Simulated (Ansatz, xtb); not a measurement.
**Worked example: SbH2Cl + CH2F2 → SbH3 + CHClF2**

Species: SbH2Cl `[Cl][SbH2]`, singlet; CH2F2 (difluoromethane) `FCF`, singlet; SbH3 `[SbH3]`, singlet; CHClF2 (difluorochloromethane) `FC(F)Cl`, singlet. The partners trade Cl for H: Sb–Cl and C–H bonds give way to Sb–H and C–Cl.

Shapes, held fixed at every level: PBE0-D4/def2-TZVP. Programs: Ansatz 0.2.0, xtb 6.7.1. The zero-point and thermal change to 298 K, harmonic and unscaled (PBE0-D4/def2-TZVP), is -12.0 kJ/mol.

At CCSD(T)/def2-TZVPP; 1 Eh = 2625.50 kJ/mol:

```
species  energy (Eh)
 SbH2Cl  -700.538496
  CH2F2  -238.710082
   SbH3  -241.368975
 CHClF2  -697.839238
```

Task: Work out ΔH(298 K) of the reaction at this level.

Result: 
1. Products less reactants: (-241.368975) + (-697.839238) − [(-700.538496) + (-238.710082)] = 0.040365 Eh = +106.0 kJ/mol.
2. With the thermal change: +106.0 + (-12.0) = +94.0 kJ/mol.

Other levels give +82.8 (MP2/def2-SVP) to +116.4 kJ/mol (HF/def2-TZVPP). No measured value is set beside it here. For atoms past krypton def2 sets carry core potentials with scalar relativity. Correlated rows may include outer-core shells of Sb, which these sets cover unevenly.
